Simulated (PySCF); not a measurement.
## Sn³⁺ (tin, charge +3) across methods

[Kr] 4d10 5s1, 2S determinant. All numbers are calculated (PySCF 2.14, a scalar-relativistic core potential, in def2-TZVPPD with the def2 core potential (28 electrons) (7s5p4d2f, 56 functions)). The B2PLYP total includes its PT2 part (frozen core); its orbital energies are those of the SCF part.

```
   method  E (hartree)  mean ε 4d α (eV)  mean ε 4d β (eV)  mean ε 5s α (eV)  Σ⟨r²⟩ (bohr²)   ⟨S²⟩
   r2SCAN    -212.4110           -55.721           -55.364           -36.855          25.55  0.751
      LDA    -211.9586           -55.193           -54.899           -37.081          25.72  0.750
BHandHLYP    -212.2894           -60.449           -60.198           -38.458          25.63  0.750
   M06-2X    -212.2953           -60.616           -60.365           -38.221          25.67  0.750
   B2PLYP    -212.0844           -60.472           -60.207           -38.370          25.65  0.750
  wB97M-V    -212.2988           -60.364           -60.097           -39.536          25.62  0.750
     PBE0    -212.3478           -57.833           -57.527           -37.508          25.61  0.750
      PBE    -212.3280           -55.071           -54.751           -36.612          25.65  0.750
      UHF   -211.53406           -64.893           -64.628           -39.469          25.68  0.751
```

Energies and moments cover only the electrons outside the core potential.
